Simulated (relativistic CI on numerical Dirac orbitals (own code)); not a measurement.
# Ti²⁺ in a cubic cluster: 3s photoemission with charge transfer

Computed with a charge-transfer multiplet model of a cubic metal-ligand cluster with up to 2 ligand holes, Slater and spin-orbit integrals from Dirac-Coulomb-Breit ions, Slater integrals scaled by 0.8. The ground state mixes d2 with configurations of k ligand holes L, whose averages lie at kΔ + k(k − 1)U_dd/2; a core hole lowers each added d electron by U_cd. 300 K, Lorentzian 1.4 eV and Gaussian 0.8 eV FWHM.

Atomic integrals in eV (Slater integrals scaled, ζ unscaled), ground: F2dd 6.578, F4dd 4.090, zeta_d 0.013; with the core hole: F2dd 7.636, F4dd 4.793, zeta_d 0.018, G2cd 7.900.

Cluster parameters (eV): Δ = 5.4, U_dd = 5.8, U_cd = 6.6, 10Dq = 0.25, 10Dq(ligand) = 1.6, final-state hopping factor = 1.

| Case | n_d | d2 | d3L | d4L2 | S |
| --- | --- | --- | --- | --- | --- |
| V(eg) = 1.2 eV, V(t2g) = -0.59 eV | 2.22 | 0.79 | 0.20 | 0.01 | 1.00 |
| V(eg) = 2.1 eV, V(t2g) = -1.03 eV | 2.41 | 0.62 | 0.34 | 0.03 | 1.00 |
| V(eg) = 2.7 eV, V(t2g) = -1.32 eV | 2.51 | 0.54 | 0.40 | 0.06 | 1.00 |

Weights, n_d and S are thermal averages at 300 K. Binding energies count from the first peak over 30 % of the highest in each spectrum, which can be another peak from case to case. The parameters are a model scan and need not match a compound or its usual spin state. Peaks in eV (height, largest 100):
- V(eg) = 1.2 eV, V(t2g) = -0.59 eV: 0.0 (99), 3.9 (74), 6.3 (100), 11.2 (39)
- V(eg) = 2.1 eV, V(t2g) = -1.03 eV: 0.0 (100), 4.7 (60), 9.2 (21), 13.9 (14)
- V(eg) = 2.7 eV, V(t2g) = -1.32 eV: 0.0 (100), 4.8 (52), 9.9 (10), 11.5 (13), 15.8 (9)

For the case V(eg) = 2.1 eV, V(t2g) = -1.03 eV, Δ = 5.4 eV is smaller than U_dd = 5.8 eV, the charge-transfer side of the Zaanen-Sawatzky-Allen scheme. With the core hole the average of the configuration with one ligand hole lies at Δ − U_cd = -1.2 eV before mixing: the effective hopping of about 4.5 eV (from the holes of the mixed ground state) is comparable with this gap or larger, so the configurations mix strongly.

Without intra-shell correlation the exchange splitting of the 3s hole comes out too large.
